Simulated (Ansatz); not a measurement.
GeO, triplet, at a GFN2-xTB geometry (the spin is typed, not shown lowest). Base run: HF/def2-TZVP run with Ansatz (a program for electronic structure).

The Ansatz input:
Ansatz 0.2 input:
```yaml
crystal:
  periodic: [false, false, false]
  atoms:
    - {symbol: Ge, position_ang: [-0.00000000, -0.00000000, -0.33477338]}
    - {symbol: O, position_ang: [0.00000000, 0.00000000, 1.33909353]}
basis:
  gaussian:
    orbitals: def2-TZVP
hamiltonian:
  xc: hf
magnetization: {spin_polarized: true, initial_magnetization: 2}
```

Each row names what was changed in the base input (with any setting that the change needs).

```tsv
change	E (Eh)	<S^2>	core-seconds (rough)
base	-2150.18452	2.031	2
functional = pbe0; dispersion = d4	-2151.78573	2.009	3
functional = r2scan	-2152.08118	2.008	10
functional = b3lyp	-2152.17429	2.005	3
functional = B97M-V	-2151.71028	2.006	20
functional = blyp	-2152.19159	2.004	4
functional = wB97X-V	-2151.90319	2.008	8
functional = b3lyp5	-2152.01707	2.005	3
functional = pbe	-2151.74197	2.005	3
functional = wB97M-V	-2151.99500	2.007	10
functional = pbe0	-2151.78503	2.009	3
functional = hse06	-2151.78249	2.009	4
functional = BHLYP	-2152.08239	2.011	3
```

Total energies compare only within one method and basis.
